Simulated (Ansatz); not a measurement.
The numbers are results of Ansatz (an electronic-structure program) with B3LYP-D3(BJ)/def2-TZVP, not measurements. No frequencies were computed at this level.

Ansatz 0.2 input:
```yaml
crystal:
  periodic: [false, false, false]
  atoms:
    - { symbol: C, position_ang: [-1.388325, 0.420567, -0.206777] }
    - { symbol: C, position_ang: [-0.32526, -0.289131, 0.587894] }
    - { symbol: O, position_ang: [-0.572047, -0.866106, 1.622569] }
    - { symbol: Si, position_ang: [1.484336, -0.268852, -0.076234] }
    - { symbol: H, position_ang: [-2.362722, 0.333748, 0.26965] }
    - { symbol: H, position_ang: [-1.425273, -0.006082, -1.207455] }
    - { symbol: H, position_ang: [-1.114806, 1.469656, -0.303219] }
    - { symbol: H, position_ang: [2.313079, 0.379688, 0.935261] }
    - { symbol: H, position_ang: [1.499611, 0.482073, -1.333164] }
    - { symbol: H, position_ang: [1.888807, -1.655614, -0.28494] }
basis:
  gaussian: { orbitals: def2-tzvp }
hamiltonian:
  xc: b3lyp
  dispersion: d3bj
relax:
  max_steps: 150
```

Output:

```
Functional definition: B3LYP
1036 factors; their error is unknown
mean field evaluation 1: about -12091.5049 eV, gradient 5.9e1 eV
mean field evaluation 2: about -12081.1934 eV, gradient 9.1e1 eV
mean field evaluation 4: about -12098.4697 eV, gradient 5.9e0 eV
mean field evaluation 8: about -12098.5486 eV, gradient 1.2e-1 eV
mean field evaluation 16: about -12098.5708 eV, gradient 6.0e-5 eV
mean field -12098.57077369 eV, -444.6142752273 hartree, gradient 6.0e-5 eV, S^2 0.000000; 0 other end points of the search recorded, 0 dependent functions left out
reference -12098.57104583 eV, -444.6142852283 hartree; 20, 20 occupied and 146, 146 virtual orbitals, 1036 factors
relax step   1: F+E_penalty+E_count = -12098.90344891 eV  Δ(F+E_penalty+E_count) = +0.000e0 eV  max|allowed force component| = 3.413e-1 eV/Å  Δτ_max = 0.0000 Å  (28 SCF iters, accepted)
these checks for a lower state are left out or cut short: starts, cluster_reference, orbital_swaps, neighbouring_geometries, increment
1036 factors; their error is unknown
mean field -12098.59699755 eV, -444.6152389364 hartree, gradient 1.3e-5 eV, S^2 0.000000; 0 other end points of the search recorded, 0 dependent functions left out
reference -12098.59727028 eV, -444.6152489591 hartree; 20, 20 occupied and 146, 146 virtual orbitals, 1036 factors
relax step   2: F+E_penalty+E_count = -12098.92661711 eV  Δ(F+E_penalty+E_count) = -2.317e-2 eV  max|allowed force component| = 1.130e-1 eV/Å  Δτ_max = 0.0750 Å  (32 SCF iters, accepted)
these checks for a lower state are left out or cut short: starts, cluster_reference, orbital_swaps, neighbouring_geometries, increment
1036 factors; their error is unknown
mean field -12098.60091814 eV, -444.6153830154 hartree, gradient 1.3e-5 eV, S^2 0.000000; 0 other end points of the search recorded, 0 dependent functions left out
reference -12098.60119102 eV, -444.6153930436 hartree; 20, 20 occupied and 146, 146 virtual orbitals, 1036 factors
relax step   3: F+E_penalty+E_count = -12098.92952802 eV  Δ(F+E_penalty+E_count) = -2.911e-3 eV  max|allowed force component| = 4.762e-2 eV/Å  Δτ_max = 0.0253 Å  (32 SCF iters, accepted)
these checks for a lower state are left out or cut short: starts, cluster_reference, orbital_swaps, neighbouring_geometries, increment
1036 factors; their error is unknown
mean field evaluation 32: about -12098.5761 eV, gradient 7.7e-1 eV
mean field -12098.60190729 eV, -444.6154193661 hartree, gradient 1.3e-5 eV, S^2 0.000000; 0 other end points of the search recorded, 0 dependent functions left out
reference -12098.60218019 eV, -444.6154293948 hartree; 20, 20 occupied and 146, 146 virtual orbitals, 1036 factors
relax step   4: F+E_penalty+E_count = -12098.93011565 eV  Δ(F+E_penalty+E_count) = -5.876e-4 eV  max|allowed force component| = 3.232e-2 eV/Å  Δτ_max = 0.0205 Å  (32 SCF iters, accepted)
these checks for a lower state are left out or cut short: starts, cluster_reference, orbital_swaps, neighbouring_geometries, increment
1036 factors; their error is unknown
mean field -12098.60228240 eV, -444.6154331512 hartree, gradient 1.3e-5 eV, S^2 0.000000; 0 other end points of the search recorded, 0 dependent functions left out
reference -12098.60255523 eV, -444.6154431774 hartree; 20, 20 occupied and 146, 146 virtual orbitals, 1036 factors
relax step   5: F+E_penalty+E_count = -12098.93027350 eV  Δ(F+E_penalty+E_count) = -1.578e-4 eV  max|allowed force component| = 4.187e-2 eV/Å  Δτ_max = 0.0141 Å  (33 SCF iters, accepted)
these checks for a lower state are left out or cut short: starts, cluster_reference, orbital_swaps, neighbouring_geometries, increment
1036 factors; their error is unknown
mean field -12098.60224881 eV, -444.6154319164 hartree, gradient 1.3e-5 eV, S^2 0.000000; 0 other end points of the search recorded, 0 dependent functions left out
reference -12098.60252160 eV, -444.6154419415 hartree; 20, 20 occupied and 146, 146 virtual orbitals, 1036 factors
relax step   6: F+E_penalty+E_count = -12098.93034044 eV  Δ(F+E_penalty+E_count) = -6.694e-5 eV  max|allowed force component| = 1.063e-2 eV/Å  Δτ_max = 0.0027 Å  (33 SCF iters, accepted)
these checks for a lower state are left out or cut short: starts, cluster_reference, orbital_swaps, neighbouring_geometries, increment
1036 factors; their error is unknown
mean field -12098.60226705 eV, -444.6154325869 hartree, gradient 1.3e-5 eV, S^2 0.000000; 0 other end points of the search recorded, 0 dependent functions left out
reference -12098.60253985 eV, -444.6154426120 hartree; 20, 20 occupied and 146, 146 virtual orbitals, 1036 factors
relax step   7: F+E_penalty+E_count = -12098.93034449 eV  Δ(F+E_penalty+E_count) = -4.052e-6 eV  max|allowed force component| = 2.111e-3 eV/Å  Δτ_max = 0.0006 Å  (34 SCF iters, accepted)
1036 factors; their error is unknown
mean field evaluation 64: about -12098.6023 eV, gradient 5.4e-3 eV
mean field -12098.60226705 eV, -444.6154325869 hartree, gradient 1.3e-5 eV, S^2 0.000000; 1 other end points of the search recorded, 0 dependent functions left out
reference -12098.60253985 eV, -444.6154426120 hartree; 20, 20 occupied and 146, 146 virtual orbitals, 1036 factors
Total energy: -12098.93061729 eV, -444.6274992356 hartree
Atom 0 at    -1.427932     0.425126    -0.200526 Å, force     0.000362    -0.000283    -0.000517 eV/Å
Atom 1 at    -0.334295    -0.274628     0.566747 Å, force    -0.002111     0.000311     0.000703 eV/Å
Atom 2 at    -0.550603    -0.861214     1.605669 Å, force     0.000378    -0.000416     0.000219 eV/Å
Atom 3 at     1.495273    -0.268632    -0.080034 Å, force     0.000787     0.001179    -0.000935 eV/Å
Atom 4 at    -2.384835     0.316851     0.309137 Å, force     0.000279     0.000198    -0.000028 eV/Å
Atom 5 at    -1.490585     0.012232    -1.211803 Å, force     0.000071    -0.000006     0.000336 eV/Å
Atom 6 at    -1.178790     1.484546    -0.313232 Å, force     0.000457    -0.000395     0.000067 eV/Å
Atom 7 at     2.333104     0.370697     0.957470 Å, force    -0.000226    -0.000338     0.000086 eV/Å
Atom 8 at     1.630252     0.471315    -1.358418 Å, force     0.000113    -0.000330     0.000049 eV/Å
Atom 9 at     1.905811    -1.676347    -0.271424 Å, force    -0.000110     0.000078     0.000020 eV/Å
Dipole moment:    -0.009235     0.274200    -0.447302 e Å
```

Cost: around 60 core-seconds (rough).
